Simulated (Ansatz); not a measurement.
`BN=C=O` + HBr → `BBr` + `N=C=O` at 298.15 K and 1 bar (ligand exchange at a B–N bond).

Isolated molecules relaxed with PBE0-D4/def2-TZVP in Ansatz; ΔE leaves out vibrations. CCSD(T)/CBS adds triple-zeta CCSD(T) − MP2 to the extrapolated MP2 energy (def2 sets, frozen cores). This one scheme is used for every species. For Br outer-core shells are correlated without core-valence functions, which leaves a few kJ/mol of doubt a bond. Scalar relativity is left out up to krypton. One conformer a species, not always the lowest.

| species | CCSD(T)/CBS energy (Eh) | H − E (kJ/mol) | S (J/(mol·K)) |
| --- | --- | --- | --- |
| `BN=C=O` | -193.93341 | 104.1 | 283.8 |
| HBr | -2573.91920 | 24.6 | 198.6 |
| `BBr` | -2599.32470 | 64.6 | 245.8 |
| `N=C=O` | -168.51995 | 67.5 | 238.3 |

H − E and S are ideal-gas, rigid-rotor, harmonic terms from PBE0-D4/def2-TZVP, for one conformer and one mirror image of each species. 1 Eh = 2625.50 kJ/mol, R = 8.31446 J/(mol·K).

Q: By hand: ΔE, ΔH, ΔS and ΔG.

A: ΔE = (-2599.32470) + (-168.51995) − (-193.93341) − (-2573.91920) = 0.00796 Eh = 20.9 kJ/mol. Δ(H − E) = 64.6 + 67.5 − 104.1 − 24.6 = 3.4, so ΔH = 24.3 kJ/mol. ΔS = 245.8 + 238.3 − 283.8 − 198.6 = 1.7 J/(mol·K). ΔG = 24.3 − 298.15 × (1.7)/1000 = 23.8 kJ/mol.

Q: By hand: the equilibrium constant, and the temperature at which ΔG would vanish if ΔH and ΔS stayed fixed.

A: log₁₀ K = −ΔG/(RT ln 10) = -4.2. ΔG = 0 at ΔH/ΔS = 14294 K, far beyond where these terms or the molecules hold.

The number of gas molecules stays the same, so ΔS is small and ΔH decides. A doubt of 5 kJ/mol in ΔE shifts log₁₀ K by 0.9 here. Other conformers and mirror images would add mixing entropy, several J/(mol·K) or more a flexible species. These are equilibria of isolated gas molecules and say nothing of rates. Largest T1 diagnostic: 0.018 (customary marks: 0.02 for closed shells, 0.045 for open ones).
